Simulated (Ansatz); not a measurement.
Consider the ligand exchange at the Sn–Cl bond: `[F][SnH]([Cl])[O][SiH3]` + CH₃OH → `C[O][SnH]([F])[O][SiH3]` + HCl.

Program: Ansatz. Geometries: PBE0-D4/def2-TZVP. ΔE: electronic, gas phase. CCSD(T)/CBS is the MP2 limit (def2-TZVPP, def2-QZVPP) plus CCSD(T) − MP2 in def2-TZVPP, frozen cores. This one scheme is used for every species. Functionals use def2-TZVPP. def2 core potentials past Kr. For Sn outer-core shells are correlated without core-valence functions, which leaves a few kJ/mol of doubt a bond. Each species was taken in one conformer, which may not be the lowest.

| species | PBE0 energy (Eh) |
| --- | --- |
| `[F][SnH]([Cl])[O][SiH3]` | -1141.24760 |
| CH₃OH | -115.63988 |
| `C[O][SnH]([F])[O][SiH3]` | -796.19522 |
| HCl | -460.66547 |

Question: Work out ΔE.

Answer: ΔE = (-796.19522) + (-460.66547) − (-1141.24760) − (-115.63988) = 0.02679 Eh = +0.73 eV. CCSD(T)/CBS gives +0.61 eV.

Largest T1 diagnostic among the species: 0.014.

The D4 term adds −0.05 eV with B3LYP and −0.03 eV with PBE0; it sums over pairs of atoms, weighted by their polarisabilities, and B3LYP, whose exchange is more repulsive, gets the larger term. From PBE to PBE0 (25 % exact exchange), in def2-TZVPP and without D4, ΔE moves by +0.05 eV. In def2-TZVPP, CCSD(T) changes the Hartree–Fock value by −0.20 eV (the triples alone add −0.03 eV) and MP2 by −0.18 eV.

B3LYP here is the variant with VWN-RPA as its local correlation; programs differ in this.
